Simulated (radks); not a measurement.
Results of a calculation; reference values are marked as such.
All-electron atom: Pt2+ in [Xe] 4f14 5d8 (the NIST ground configuration). Code: a radial shooting solver on a logarithmic mesh with Libxc functionals. Model: scalar-relativistic Kohn-Sham, BLYP, spin-polarised, spherical densities, point nucleus; open shells are filled with parallel spins first (spin-orbit coupling, left out, can overturn this in heavy ions).

Radial electron density D(r) = 4 pi r^2 rho(r):

```
   r/bohr * D(r) (the largest magnitude, 146, reaches the edge; | marks zero)
 0.001745 |       *
 0.002328 |           *
 0.003105 |                *
 0.004141 |                      *
 0.005524 |                             *
 0.007367 |                                   *
 0.009748 |                                       *
    0.013 |                                       *
  0.01734 |                                     *
  0.02313 |                                   *
  0.03085 |                                        *
  0.04114 |                                                  *
  0.05487 |                                                      *
   0.0726 |                                               *
  0.09684 |                                          *
   0.1292 |                                                *
   0.1723 |                                               *
   0.2298 |                              *
   0.3064 |                            *
   0.4055 |                               *
   0.5408 |                    *
   0.7213 |          *
    0.962 |       *
    1.283 |    *
    1.711 | *
    2.264 |*
     3.02 *
    4.028 *
    5.372 *
```

D(r) has 4 maxima, at r = 0.0114, 0.0527, 0.147, 0.383 bohr, and minima at 0.0222, 0.0945, 0.272 bohr, inside which lie 1.90, 11.00, 30.01 electrons.
